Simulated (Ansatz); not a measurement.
Dissociation curve of GeAl (cation, charge +1), lowest singlet found (which spin is the ground state isn't settled by this scan).

RKS-PBE = restricted PBE/aug-cc-pVDZ run with Ansatz (a first-principles code); RKS-B3LYP = restricted B3LYP/aug-cc-pVDZ (Ansatz); FCI = full CI/aug-cc-pVDZ, cores with 3d frozen (Ansatz).

Energies relative to the lowest point of each curve between 3.06 and 3.85 Å, where full CI is lowest, in kJ/mol; the last columns give the error against full CI:

```tsv
R / Å	RKS-PBE	RKS-B3LYP	FCI	RKS-PBE − FCI	RKS-B3LYP − FCI
3.06	0.9	1.4	0.1	0.8	1.3
3.26	0.0	0.0	0.0	0.0	0.0
3.55	9.1	8.3	9.2	-0.2	-1.0
3.85	23.9	22.3	24.1	-0.2	-1.8
4.28	46.2	44.0	47.4	-1.2	-3.4
4.74	66.6	64.3	69.6	-3.0	-5.4
5.31	84.8	83.1	90.1	-5.3	-7.0
6.03	97.6	97.6	105.3	-7.7	-7.7
7.00	103.6	106.2	114.2	-10.6	-8.0
8.24	103.3	108.7	118.4	-15.1	-9.7
```

RKS-PBE is furthest from FCI at 8.24 (-15.1 kJ/mol, below); its mean absolute error over the points is 4.4 kJ/mol.

RKS-B3LYP is furthest from FCI at 8.24 (-9.7 kJ/mol, below); its mean absolute error over the points is 4.5 kJ/mol.

The scan ran from 1.75 to 8.24 Å; beyond the distances shown full CI changes its symmetry label. The restricted form behind RKS-PBE, RKS-B3LYP keeps the bonding electrons paired and can't separate into open-shell fragments.
